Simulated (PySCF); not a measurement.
C3H8GeO.
Geometry (PBE0-D3(BJ)/def2-SVP, Å), atoms numbered from 1 in this order:
```xyz
13
C3H8GeO angstrom
C     -0.931   -1.197   -0.087
C     -0.275    0.157   -0.348
Ge     1.681    0.185   -0.043
C     -0.930    1.265    0.429
O     -0.350    2.184    0.944
H     -2.023   -1.150   -0.234
H     -0.539   -1.966   -0.767
H     -0.751   -1.541    0.943
H     -0.424    0.425   -1.412
H      2.270   -1.061   -0.739
H      2.320    1.444   -0.645
H      1.969    0.096    1.464
H     -2.048    1.188    0.507
```

Theory: PBE0-D3(BJ)/def2-SVP geometry optimisation, gas phase in PySCF 2.14.0.

Masses are those of the commonest isotopes; rigid-rotor values at the optimised geometry. The values belong to one conformer with, in the numbering `[CH3:1][C@H:2]([GeH3:3])[CH:4]=[O:5]`, C1–C2–C4–O5 142°.

(1) What are A, B and C (MHz)?

(2) Classify the top.

(3) What does the inertial defect say?

(4) Predict some low-J microwave lines.

## Answers

(1) Ia = 123.86, Ib = 211.59, Ic = 314.92 u·Å²; 505379 MHz·u·Å²/I gives A = 4080, B = 2389, C = 1605 MHz.

(2) An asymmetric top: κ = (2 × 2389 − 4080 − 1605)/(4080 − 1605) = -0.37.

(3) Not planar: Δ = Ic − Ia − Ib = -20.53 u·Å². For a rigid frame Δ = −2 Σ m c², so Σ m c² = 10.27 u·Å² lies off the ab plane: 7.19 from hydrogen and 3.07 from heavier atoms. The atom farthest from that plane is 1.51 Å away.

(4) The dipole components are |μa| = 0.43 D, |μb| = 2.58 D, |μc| = 0.68 D. The squared components, which scale the intensities, stand as 0.03 : 1.00 : 0.07 (a : b : c). Some of the stronger lines:

```tsv
type	branch	J(Ka,Kc)	MHz	lower level (cm⁻¹)
b	Q	2(1,1) ← 2(0,2)	3475	0.392
b	Q	3(2,1) ← 3(1,2)	5047	0.942
b	Q	4(2,2) ← 4(1,3)	5438	1.508
b	R	1(1,1) ← 0(0,0)	5685	0.000
b	Q	2(2,1) ← 2(1,2)	7426	0.430
b	Q	4(1,3) ← 4(0,4)	7848	1.246
b	R	3(1,2) ← 2(2,1)	7921	0.678
b	Q	3(2,2) ← 3(1,3)	8722	0.786
b	Q	4(3,1) ← 4(2,2)	8749	1.690
b	R	2(1,2) ← 1(0,1)	8895	0.133
b	Q	3(3,0) ← 3(2,1)	9589	1.110
b	Q	4(3,2) ← 4(2,3)	11048	1.604
b	R	3(1,3) ← 2(0,2)	11808	0.392
b	R	4(1,3) ← 3(2,2)	12923	1.077
b	R	4(0,4) ← 3(1,3)	13797	0.786
b	R	2(2,1) ← 1(1,0)	13846	0.216
b	Q	4(4,1) ← 4(3,2)	14296	1.973
b	R	4(1,4) ← 3(0,3)	14667	0.766
b	R	2(2,0) ← 1(1,1)	14845	0.190
b	R	3(2,2) ← 2(1,1)	17055	0.508
b	R	4(2,3) ← 3(1,2)	19861	0.942
b	R	3(2,1) ← 2(1,2)	20395	0.430
b	R	3(3,1) ← 2(2,0)	22303	0.685
b	R	4(3,2) ← 3(2,1)	25863	1.110
b	R	4(2,2) ← 3(1,3)	27083	0.786
b	R	4(3,1) ← 3(2,2)	27109	1.077
b	R	4(4,1) ← 3(3,0)	30570	1.430
b	R	4(4,0) ← 3(3,1)	30615	1.429
```

Whether it is a minimum is left open (no frequencies). Constants of a rigid frame at the computed geometry: no zero-point averaging, no centrifugal distortion. A rigid rotor knows nothing of internal rotation, which can split or shift real lines.

Time: 1.9 min of wall time; peak memory 0.54 GiB. Hardware: one thread, Arm Neoverse V1 (aarch64), on a shared host. This is the geometry optimisation.
